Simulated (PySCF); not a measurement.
# Bond lengths and vibrations by method: BClH3NSi

All numbers below are calculated, not measured. They come from PySCF 2.14.0, an open-source quantum chemistry program, on an isolated molecule that a program drew, which may never have been made. The molecule is BClH3NSi (charge 0, singlet), drawn as the SMILES string `N=B[SiH2]Cl`.

The geometry was optimised and harmonic frequencies were computed with HF and MP2, all in the cc-pV(D+d)Z basis, for the commonest isotopes, with a restricted reference for singlets and an unrestricted one otherwise, and a frozen core in MP2. Each result is a local minimum of its method.

Geometry at the HF minimum:
```xyz
7
BClH3NSi, angstrom
N    -3.4102    0.5926    1.4257
B    -2.5695   -0.2879    1.2749
Si   -1.2163   -1.7452    1.0580
Cl    0.1167   -1.2207   -0.4407
H    -4.0807    1.3068    1.5372
H    -1.8701   -3.0040    0.6653
H    -0.4517   -1.9317    2.3017
```

Lengths of the bonds as drawn, in Å (atoms numbered as above):
```
   bond     HF    MP2
  N1-B2  1.227  1.257
 B2-Si3  2.001  1.985
Si3-Cl4  2.073  2.070
  N1-H5  0.986  1.003
 Si3-H6  1.472  1.477
 Si3-H7  1.472  1.477
```

Rotational constants, in GHz:
| constant | HF | MP2 |
|---|---|---|
| A | 10.83 | 10.78 |
| B | 2.055 | 2.051 |
| C | 1.763 | 1.758 |

Harmonic frequencies in cm^-1, each column in rising order, so a row needn't be the same motion in every method:
```
rank    HF   MP2
   1   120   109
   2   256   223
   3   370     ?
   4   526   506
   5   575   510
   6   578   523
   7   587   582
   8   618   585
   9   766   736
  10   919   877
  11  1027   979
  12  2093  1903
  13  2359  2303
  14  2360  2310
  15  4077  3854
```

**Estimate the missing MP2 frequency from the HF column.**

A single factor s that minimises the squared misfit of MP2 against s times HF over the other rows is sum(HF x MP2) / sum(HF^2) = 0.9510, with an rms misfit of 37 cm^-1. For rank 3 it gives 0.9510 x 370 = 352 cm^-1. The calculation gives 333 cm^-1, 19 cm^-1 below the estimate. The drawn bonds are on average 0.7 % longer in MP2 than in HF.
